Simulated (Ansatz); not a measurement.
Consider the silylene formation by 1,1-elimination: `CN[SiH](S)Cl` → CH₃NH₂ + `S[Si]Cl`.

Program: Ansatz. Geometries: PBE0-D4/def2-TZVP. ΔE: electronic, gas phase. CCSD(T)/CBS is the MP2 limit (def2-TZVPP, def2-QZVPP) plus CCSD(T) − MP2 in def2-TZVPP, frozen cores. This one scheme is used for every species. Functionals use def2-TZVPP. B3LYP here is the variant with VWN-RPA as its local correlation; programs differ in this. One conformer a species, not always the lowest.

| level | ΔE (kJ/mol) | difference from CCSD(T)/CBS |
| --- | --- | --- |
| r2SCAN-D4 | 212.8 | 6.5 |
| B3LYP-D4 | 195.2 | -11.1 |
| ωB97X-V | 217.8 | 11.5 |
| B2PLYP | 193.4 | -12.9 |
| PBE0 | 196.1 | -10.2 |
| B3LYP | 175.2 | -31.1 |
| HF/def2-TZVPP | 200.9 | -5.4 |
| MP2/def2-QZVPP | 222.6 | 16.3 |
| SCS-MP2/def2-QZVPP | 213.9 | 7.6 |
| MP2/CBS(def2) | 224.3 | 18.0 |
| CCSD(T)/CBS | 206.3 | 0 |

Largest T1 diagnostic among the species: 0.014.

The D4 term adds +20.0 kJ/mol with B3LYP and +11.2 kJ/mol with PBE0; it sums over pairs of atoms, weighted by their polarisabilities, and B3LYP, whose exchange is more repulsive, gets the larger term. From PBE to PBE0 (25 % exact exchange), in def2-TZVPP and without D4, ΔE moves by +20.5 kJ/mol.
